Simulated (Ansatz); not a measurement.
Gas-phase electronic energies from Ansatz, PBE0-D4/def2-TZVP geometries. CBS: MP2 limit from def2 TZ/QZ plus the TZ coupled-cluster correction, frozen cores. This one scheme is used for every species. DFT in def2-TZVPP. Each species was taken in one conformer, which may not be the lowest.

`[CH3][AlH][NH][SiH2]C` + H₂ → `C[SiH2][NH][AlH2]` + CH₄  (hydrogenolysis of the Al–C bond)

| level | ΔE (kJ/mol) |
| --- | --- |
| PBE-D4 | -21.0 |
| ωB97X-V | -27.3 |
| ωB97M-V | -23.8 |
| B2PLYP | -29.0 |
| r2SCAN | -22.4 |
| PBE0 | -27.9 |
| SCS-MP2/def2-QZVPP | -26.1 |
| HF/CBS(def2) | -48.3 |

(1) What does CCSD(T)/CBS give? (Best estimate.)

Largest T1 diagnostic among the species: 0.011.

## Answers

(1) Computed: -23.3 kJ/mol. The listed levels differ from it by 2.3, -4.0, -0.5, -5.7, 0.9, -4.6, -2.8, -25.0 kJ/mol.

The D4 term adds +5.9 kJ/mol with B3LYP and +3.4 kJ/mol with PBE0; it sums over pairs of atoms, weighted by their polarisabilities, and B3LYP, whose exchange is more repulsive, gets the larger term. In def2-TZVPP, CCSD(T) changes the Hartree–Fock value by +22.8 kJ/mol (the triples alone add +4.0 kJ/mol) and MP2 by +27.4 kJ/mol. From PBE to PBE0 (25 % exact exchange), in def2-TZVPP and without D4, ΔE moves by −3.2 kJ/mol.

B3LYP here is the variant with VWN-RPA as its local correlation; programs differ in this.
